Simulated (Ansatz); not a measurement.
`[SiH3]OC1=CC1` and `BC1=CC1` differ in one atom or group.

Ansatz, PBE0-D4/def2-TZVP geometries, multiplicity 1. Each molecule was computed in one conformer, which needn't be the lowest.

| property | `[SiH3]OC1=CC1` |
| --- | --- |
| HOMO–LUMO gap (B3LYP/def2-TZVPP) / eV | 6.19 |
| HOMO energy (PBE0/def2-TZVPP) / eV | -6.63 |
| HOMO–LUMO gap (PBE/def2-TZVPP) / eV | 4.57 |
| LUMO energy (PBE0/def2-TZVPP) / eV | -0.02 |
| LUMO energy (PBE/def2-TZVPP) / eV | -0.91 |
| LUMO energy (ωB97M-V/def2-TZVPP) / eV | 1.65 |

Task: Give the same properties after the change, and the shifts. (Estimate.)

Result: Computed: 
```csv
property,`BC1=CC1`,shift
HOMO–LUMO gap (B3LYP/def2-TZVPP) / eV,7.31,1.12
HOMO energy (PBE0/def2-TZVPP) / eV,-7.83,-1.20
HOMO–LUMO gap (PBE/def2-TZVPP) / eV,5.57,1.00
LUMO energy (PBE0/def2-TZVPP) / eV,-0.06,-0.04
LUMO energy (PBE/def2-TZVPP) / eV,-1.09,-0.18
LUMO energy (ωB97M-V/def2-TZVPP) / eV,2.06,0.41
```

B3LYP here is the variant with VWN-RPA as its local correlation; programs differ in this.
